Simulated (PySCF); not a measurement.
A calculated (M06-2X, PySCF 2.14, cc-pVDZ-DK, the spin-free X2C one-electron Hamiltonian (Gaussian nucleus)) atom or ion has these occupied shells.

```csv
shell,electrons,orbital energy (eV),"rms radius, mean of both spins (bohr)"
1s α,1,-4947.3,0.0804
1s β,1,-4947.2,0.0804
2s α,1,-568.56,0.351
2s β,1,-567.82,0.351
2p α,3,-473.33,0.320
2p β,3,-472.69,0.320
3s α,1,-78.879,1.08
3s β,1,-76.594,1.08
3p α,3,-52.782,1.19
3p β,3,-50.230,1.19
3d α,2,-15.904,1.67
4s α,1,-12.343,3.36
```

(1) Name the element and its charge.

Answers

(1) Ti⁺ (titanium, charge +1), in [Ar] 3d2 4s1, high-spin 4F determinant.
